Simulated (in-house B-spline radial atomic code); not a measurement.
RPA and G0W0 on SCAN: Cl VI (Cl5+)

Configuration [Ne] 3s2, mean-field start SCAN. Computed with a B-spline radial code for spherical atoms: all electrons, scalar-relativistic (spin-free one-electron X2C), finite nucleus, each spin shell either full or empty, empty states to l = 9 with an (l + 1/2)⁻⁴ tail; G0W0 by contour deformation at full frequency.

Command:
```bash
python run_gw.py task.json out
```
Settings (radii: box in bohr, nucleus in fm):
```
Z                        17
electrons                12
configuration            [Ne] 3s2
hamiltonian              x2c
method                   scan,scan
lmax                     9
rms_radius               3.3654
spin_polarised           False
box_radius               10.43
intervals                68
ion_configuration        [Ne] 3s1
```

Run time, properties included: 1.9 s on 1 thread of Arm Neoverse V2, on a shared host.

Energies (hartree):

| term | value |
| --- | --- |
| mean-field total | -454.34588 |
| Hartree-Fock functional on these orbitals | -453.81978 |
| direct second order | -0.86106 |
| second-order exchange | 0.31632 |
| SOSEX correction | 0.28124 |

Problem. What is the RPA correlation energy, and what remains with SOSEX?

Solution. RPA gives -0.75724 hartree (-1.72 eV per electron); RPA + SOSEX gives -0.476, and the second-order doubles -0.54474 hartree (no singles). SOSEX takes back 37 % of the RPA value.

Quasi-particle levels (eV):

```
level  occupied  mean field  Σx - vxc     Σc  QP weight     G0W0
   3s       yes      -89.71     -5.44      ?          ?        ?
   2p       yes     -279.43    -24.23   4.32      0.937  -299.34
   3p        no      -74.32      8.11  -1.97      0.947   -68.17
```

G0W0 = mean field + (Σx - vxc) + Σc, with Σc (partial-wave tail included) taken at the quasi-particle energy. Levels of low weight are left out.

Problem. Where does G0W0 put 3s?

Solution. At -97.47 eV, with Σc = -2.31 eV and a quasi-particle weight of 0.958. The tabulated removal energy is 96.94 ± 0.04 eV (NIST, semi-empirical); the calculation leaves out spin-orbit coupling, Breit and QED terms, and what these don't explain is the method's own error.
